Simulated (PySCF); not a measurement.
CHAlF4O, SMILES [F][Al]([OH])[C](F)(F)F. Heavy atoms are numbered as in [Al:1]([C:2]([F:3])([F:4])[F:5])([F:6])[OH:7]. Hydrogens are named by the atom that carries them.

Geometry: PBE0-D3(BJ)/def2-SVP. The structure was generated by enumeration; whether it is a known compound was not checked. Other conformers were not sampled.

All values below come from PySCF with PBE/pcSseg-1.

GIAO shieldings, no solvent; atoms alike by connectivity are averaged. δ = σ(ref) − σ: ¹³C against TMS (σ = 182.0 ppm); ¹⁹F against CFCl3 (σ = 133.6 ppm); ¹⁷O against H2O (σ = 334.3 ppm); ¹H against TMS (σ = 31.49 ppm), references at their B3LYP-D3(BJ)/def2-TZVP geometries, non-relativistic.

Computed chemical shifts:
```csv
nucleus,atoms,count,δ (ppm)
¹³C,C2,1,141.0
¹⁹F,F3,3,-78.9
¹⁹F,F6,1,-189.7
¹⁷O,O7 (OH),1,34.7
¹H,H on O7,1,2.34
```
